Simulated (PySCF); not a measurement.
hydrogen selenide cation (H2Se), SMILES [SeH2] (connectivity only; charge and spin as stated), charge +1, multiplicity 2. The structure is a stationary point at B3LYP-D3(BJ)/def2-TZVPD. The spin state was assumed, not searched.

The numbers are results of B3LYP-D3(BJ)/def2-TZVPD (PySCF), not measurements.

Harmonic wavenumbers (cm⁻¹): 1045, 2335, 2339. Rotational constants (GHz): 238.6, 220.2, 114.5; symmetry number 2.

Task: Work out the zero-point energy and the ideal-gas rigid-rotor harmonic-oscillator thermochemistry at 298.15 K and 1 atm.

Result: ZPE = ½ Σ hcν = ½ × 5719 cm⁻¹ = 34.20 kJ/mol. H − E(el) = 44.20 kJ/mol. Entropy in J/(mol K): translation 163.55, rotation 55.51, vibration 0.33, spin 5.76, total 225.15. G − E(el) = -22.93 kJ/mol. Cp = 34.67 J/(mol K).
